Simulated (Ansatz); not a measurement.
Geometry optimisation, Ansatz, RKS PBE0-D4/def2-SVP.

The input (input.yaml):

```yaml
crystal:
  periodic: [false, false, false]
  atoms:
    - { symbol: Ti, position_ang: [-0.080509, 0.154395, -0.010672] }
    - { symbol: O, position_ang: [-0.111396, 0.038502, 1.845493] }
    - { symbol: H, position_ang: [-0.912445, 0.109497, 2.382518] }
    - { symbol: F, position_ang: [1.508676, 0.468503, -0.606966] }
    - { symbol: F, position_ang: [-1.08476, 1.488602, -0.45548] }
    - { symbol: F, position_ang: [-0.827836, -1.233073, -0.732102] }
    - { symbol: S, position_ang: [1.713046, -2.706166, 1.226339] }
    - { symbol: H, position_ang: [0.545964, -3.335925, 0.976133] }
    - { symbol: H, position_ang: [1.099161, -1.798436, 2.063538] }
basis:
  gaussian: { orbitals: def2-SVP }
hamiltonian:
  xc: pbe0
  dispersion: d4
relax:
  f_tol: 0.03
  max_steps: 50
```

Launched with:

```bash
$ ansatz run input.yaml --threads 4 --pin off --max-ram 5120MiB --backend cpu --events-out ev --progress --plain --runs-dir out
```

Where does it end, and by what steps?

The forces met the threshold. After 10 steps the energy has fallen by 0.194 eV; S7 moved furthest, 0.46 Å. Joined: Ti1–S7 (3.60 → 2.97 Å).

```tsv
step	energy less start (eV)	largest force component (eV/Å)	accepted
0	0.0000	1.822	yes
1	-0.0839	0.701	yes
2	-0.1124	0.381	yes
3	-0.1328	0.432	yes
4	-0.1491	0.649	yes
5	-0.1588	0.434	yes
6	-0.1833	0.275	yes
7	-0.1731	0.533	no
8	-0.1917	0.071	yes
9	-0.1934	0.040	yes
10	-0.1939	0.024	yes
```

```xyz
9
Properties=species:S:1:pos:R:3
Ti -0.051 -0.049 0.070
O -0.332 -0.092 1.828
H -0.883 0.529 2.316
F 1.549 0.462 -0.403
F -1.034 1.309 -0.380
F -0.788 -1.358 -0.827
S 1.541 -2.412 0.913
H 0.430 -3.177 0.972
H 1.417 -2.025 2.200
```

Whether the end is a true minimum wasn't checked by a vibrational analysis.

Time of the run: 12 s on 4 threads of AMD EPYC 9R45 96-Core Processor (Zen 5) (shared host), peak memory 0.35 GiB.
